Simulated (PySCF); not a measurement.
PySCF input for C4H4BFO, SMILES B(C#C)(C(=O)C)F, PBE/pcSseg-1. The structure is a stationary point at B3LYP-D3(BJ)/def2-SVP. The structure was generated by enumeration, and PubChem lists no compound with its InChIKey, so it may never have been made. Other conformers were not sampled.

```python
import numpy as np
from pyscf import gto, scf, dft
from pyscf.prop.nmr import rks as nmr

mol = gto.M(
    atom='''
    C    -2.61416812   -1.01040601    0.41808692
    C    -1.61279521   -0.31824943    0.37602224
    B    -0.31153067    0.46963239    0.31179313
    F    -0.22565311    1.68121681    0.84998701
    C     0.95297288   -0.09802741   -0.48195407
    C     2.04088173   -0.93450472    0.13857037
    O     0.94764278    0.21562530   -1.66240880
    H    -3.50510768   -1.61109636    0.45729271
    H     2.52369173   -0.37303049    0.95701285
    H     2.78740579   -1.21334167   -0.61910581
    H     1.60005153   -1.83952180    0.59086939
    ''',
    basis='pcSseg-1',
    charge=0,
    spin=0,
    max_memory=1600,
    verbose=3,
)
mf = dft.RKS(mol, xc='pbe')
mf.grids.level = 3
mf.conv_tol = 1e-10
mf.max_cycle = 100
mf.kernel()
n = nmr.NMR(mf)
n.verbose = 2
n.max_cycle_cphf = 60
sigma = n.kernel()
print('atom   isotropic/ppm   span/ppm')
for i, s in enumerate(sigma):
    w = np.linalg.eigvalsh((s + s.T) / 2)
    print(f'{mol.atom_symbol(i):2s}{i + 1:3d} {w.mean():14.3f} {w[2] - w[0]:11.3f}')
```

Output:

```
converged SCF energy = -354.29565299261
atom   isotropic/ppm   span/ppm
C   1         74.318     210.635
C   2         90.985     284.392
B   3         67.682      63.437
F   4        176.660     464.126
C   5        -55.175     247.127
C   6        145.738      67.808
O   7       -427.181    1484.007
H   8         28.217      11.074
H   9         28.789       5.495
H  10         29.243       6.195
H  11         28.691       5.019
```

Self-consistency was reached.
